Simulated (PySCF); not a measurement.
C₂H₃O₂, SMILES CC([O])=O, doublet, B3LYP/def2-SVP optimised geometry.

```
7

C      0.91     0.00     0.00
C     -0.59     0.00     0.00
O     -1.29     1.04     0.00
O     -1.28    -1.04     0.00
H      1.28    -0.53     0.89
H      1.29     1.03     0.00
H      1.28    -0.53    -0.89
```

Density from unrestricted B3LYP/def2-TZVP in PySCF 2.14.0 at that geometry.

Minimum of the electron density along straight lines between bonded atoms, close to the bond critical point (lines longer than 1.1 times the sum of covalent radii, or with two minima, are not listed):

```tsv
bond	length / Å	ρ at the minimum / e bohr⁻³	∇²ρ there / e bohr⁻⁵	position (fraction from the first atom)
C1–C2	1.496	0.268	-0.73	0.47
C2–O3	1.255	0.385	-0.55	0.34
C2–O4	1.258	0.383	-0.57	0.34
C1–H5	1.101	0.272	-0.92	0.65
C1–H6	1.099	0.275	-0.94	0.65
C1–H7	1.101	0.272	-0.92	0.65
```
